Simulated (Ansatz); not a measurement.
`FC1([SiH3])C=C1` + `O[B](F)[GeH3]` → `O[B](F)[GeH2][SiH3]` + `FC1C=C1`  (formal exchange of groups at the Si–C bond)

Program: Ansatz. Geometries: PBE0-D4/def2-TZVP. ΔE: electronic, gas phase. CCSD(T)/CBS is the MP2 limit (def2-TZVPP, def2-QZVPP) plus CCSD(T) − MP2 in def2-TZVPP, frozen cores. Functionals use def2-TZVPP. B3LYP here is the variant with VWN-RPA as its local correlation; programs differ in this. For Ge outer-core shells are correlated without core-valence functions, which leaves a few kJ/mol of doubt a bond. Scalar relativity is left out up to krypton. Each species was taken in one conformer, which may not be the lowest.

(1) Is it downhill or uphill in electronic energy at CCSD(T)/CBS, and by how much? (An estimate is asked.)

(2) What do these levels give: B3LYP-D4, PBE, r2SCAN, B3LYP, MP2/def2-QZVPP, HF/CBS(def2)? (An estimate is asked.)

Largest T1 diagnostic among the species: 0.013.

Results:

(1) Ansatz gave: Downhill: ΔE = -0.35 eV.

(2) Computed: B3LYP-D4 -0.34, PBE -0.41, r2SCAN -0.37, B3LYP -0.35, MP2/def2-QZVPP -0.32, HF/CBS(def2) -0.31 eV.
